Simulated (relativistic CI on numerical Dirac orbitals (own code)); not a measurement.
# L2,3 absorption of iron in several valence states

Computed multiplet spectra 2p⁶3dⁿ → 2p⁵3dⁿ⁺¹ (Dirac-Coulomb-Breit ions, Slater integrals scaled by 0.7, an assumed crystal field that grows with the charge, no charge transfer; 300 K; Lorentzian 0.4 eV and Gaussian 0.3 eV FWHM at both edges, so that L2 comes out sharper than in experiment). Peaks over 5 % are given in eV from the highest peak in the L3 region of each spectrum (height, largest 100). S of the lowest state is read from ⟨S²⟩, and the branching ratio is the share of L3, cut at the minimum between the edges.

Field parameters in Wybourne normalisation: Td as Oh with Dq negative (B⁴₀ = 21Dq, B⁴₄ = √(5/14) B⁴₀). The field is a parameter set, without covalency.

- Fe²⁺ (d6, Td, 10Dq = -7000 cm⁻¹): S = 2.00, high spin, branching ratio 0.74; peaks -2.0 (13), 0.0 (100), 1.2 (55), 2.6 (29), 3.8 (11), 11.2 (12), 12.1 (30), 12.9 (31), 13.3 (30), 15.2 (10)
- Fe³⁺ (d5, Td, 10Dq = -9050 cm⁻¹): S = 2.50, high spin, branching ratio 0.75; peaks -2.0 (14), 0.0 (100), 1.1 (38), 3.0 (8), 3.7 (11), 11.4 (11), 12.5 (15), 12.7 (15), 13.5 (19), 14.2 (24)
- Fe⁴⁺ (d4, Td, 10Dq = -11100 cm⁻¹): S = 1.99, high spin, branching ratio 0.70; peaks -2.7 (18), -1.8 (22), 0.0 (100), 0.7 (95), 2.6 (46), 8.3 (22), 9.7 (20), 10.7 (18), 13.4 (36), 14.4 (24), 15.4 (11)

Task: What spin state follows for Fe⁵⁺ in Td, 10Dq = -13150 cm⁻¹, and does its branching ratio lie nearer 2/3 or nearer 0.8?

Result: Fe⁵⁺ (d3, Td, 10Dq = -13150 cm⁻¹): S = 1.49, branching ratio 0.65; peaks -2.5 (16), -1.5 (24), 0.0 (100), 0.5 (92), 1.3 (64), 2.1 (53), 3.7 (20), 9.0 (25), 10.9 (34), 12.7 (33), 13.3 (39), 16.0 (5). High-spin states, above all those with an unquenched orbital moment, raise the ratio above the statistical 2/3; low spin and nearly empty shells keep it near or below 2/3.

The centroid of the whole edge, which also moves with the branching ratio, lies at 713.4 (Fe²⁺), 716.1 (Fe³⁺), 719.7 (Fe⁴⁺), 724.6 (Fe⁵⁺) eV in this ionic model, in steps of 2.7 to 4.9 eV. Compounds show about 1 to 2 eV a unit and lower energies for the high valences, since ligands screen the charge. The multiplet shape follows the d count and the spin state, and so serves as a fingerprint of valence.
